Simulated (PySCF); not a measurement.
## Correlation energy of Ar²⁺ (argon, charge +2)

[Ne] 3s2 3p4, high-spin 3P determinant. Computed with PySCF 2.14 in aug-cc-pCVTZ-DK (8s7p5d3f, 75 functions), with the spin-free X2C one-electron Hamiltonian (Gaussian nucleus). Frozen: 1s2; 14 electrons correlated.

```csv
level,correlation energy (mhartree)
CCSD,-463.97
(T),-6.27
CCSD(T),-470.24
```

Diagnostics: T1 = 0.0057, D1 = 0.0274, largest double amplitude 0.043.

Question: Is a single reference adequate?

Answer: Yes: T1 lies below 0.03 and no double amplitude reaches 0.07.
